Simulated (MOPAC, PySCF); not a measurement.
H3BO3, SMILES `OB(O)O`, neutral singlet in the gas phase. 

Cartesian coordinates (Å):
SMILES: OB(O)O
```xyz
7

O     -0.7312     1.2017     0.0043
B      0.1591     0.1647    -0.0019
O      1.4778     0.4976    -0.0147
O     -0.1770    -1.1699     0.0038
H     -1.6537     0.9491     0.0138
H      2.0393    -0.2798    -0.0181
H     -1.1144    -1.3634     0.0127
```
Charge 0, spin multiplicity 1.

All levels are single points at this geometry (PBE0-D4/def2-TZVP); Pople sets use spherical d functions. Orbital energies aren't observables, and empty levels follow the basis.

PBE/6-31G* in PySCF gives dipole (D) = 3.04.

Problem. Estimate the dipole (D) from each of these levels: PBE-D3(BJ)/def2-TZVP in PySCF; PBE0-D4/def2-TZVP in PySCF; B3LYP/3-21G in PySCF; B3LYP/6-31G* in PySCF; BP86/6-31G* in PySCF; HF/3-21G in PySCF; HF/6-31G* in PySCF; PM6 in MOPAC.

Solution. 
```tsv
level	dipole (D)
PBE-D3(BJ)/def2-TZVP in PySCF	2.93
PBE0-D4/def2-TZVP in PySCF	3.03
B3LYP/3-21G in PySCF	3.58
B3LYP/6-31G* in PySCF	3.13
BP86/6-31G* in PySCF	3.07
HF/3-21G in PySCF	3.94
HF/6-31G* in PySCF	3.42
PM6 in MOPAC	3.03
```
